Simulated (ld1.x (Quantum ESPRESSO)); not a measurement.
Configuration tests for antimony (PAW)

ld1.x (Quantum ESPRESSO) 7.5 input, shortened:

```
&input
   title='Sb', zed=51., rel=2, dft='PZ', iswitch=3,
   config='[Kr] 4d10 4f-2 5s2 5p3', rel_dist='average'
 /
 &inputp
   pseudotype=3, lpaw=.true., tm=.true., lloc=-1, rcloc=1.00,
   nlcc=.true., new_core_ps=.true.,
   which_augfun='PSQ', rmatch_augfun_nc=.true.
 /
8
4S  1  0   2.00   0.00  1.00  1.25  0.0
5S  2  0   2.00   0.00  1.00  1.25  0.0
4P  2  1   6.00   0.00  1.10  1.25  0.0
5P  3  1   3.00   0.00  1.10  1.25  0.0
4D  3  2  10.00   0.00  1.50  1.60  0.0
4D  3  2   0.00  -2.10  1.50  1.60  0.0
4F  4  3  -2.00   0.45  1.00  1.20  0.0
4F  4  3  -2.00   2.75  1.00  1.20  0.0
 &test
   configts(1)='4s2 4p6 4d10 5s2 5p3'
 /
```

Open shells are filled in proportion to 2j + 1 (rel_dist='average').

Energies are relative to the spin-unpolarised reference configuration 4s2 4p6 4d10 5s2 5p3; without spin polarisation the order of configurations can differ from experiment. The frozen-core shift is the all-electron ΔE with the core orbitals held at their reference shape minus the fully relaxed ΔE.

Give the all-electron excitation energy and the error of the potential for: 4s2 4p6 4d10 5s2 5p2; 4s2 4p6 4d10 5s2 5p1; 4s2 4p6 4d10 5s2 5p0; 4s2 4p6 4d10 5s1 5p4; 4s2 4p5 4d10 5s2 5p3; 4s2 4p6 4d10 5s1 5p0; 4s1 4p6 4d10 5s2 5p3.

```
valence configuration  charge  ΔE all-electron (eV)  error AE − PS (meV)  frozen-core shift (meV)
 4s2 4p6 4d10 5s2 5p2      +1                 8.538                 +0.1                     +0.1
 4s2 4p6 4d10 5s2 5p1      +2                24.813                 +0.5                     +0.1
 4s2 4p6 4d10 5s2 5p0      +3                49.625                 +1.2                     +0.1
 4s2 4p6 4d10 5s1 5p4       0                 8.181                 -0.3                      0.0
 4s2 4p5 4d10 5s2 5p3      +1               109.997                  -23                      n/a
 4s2 4p6 4d10 5s1 5p0      +4                94.438                 +2.0                      n/a
 4s1 4p6 4d10 5s2 5p3      +1               157.054                  -28                      n/a
```

The ghost test of this file was not conclusive.
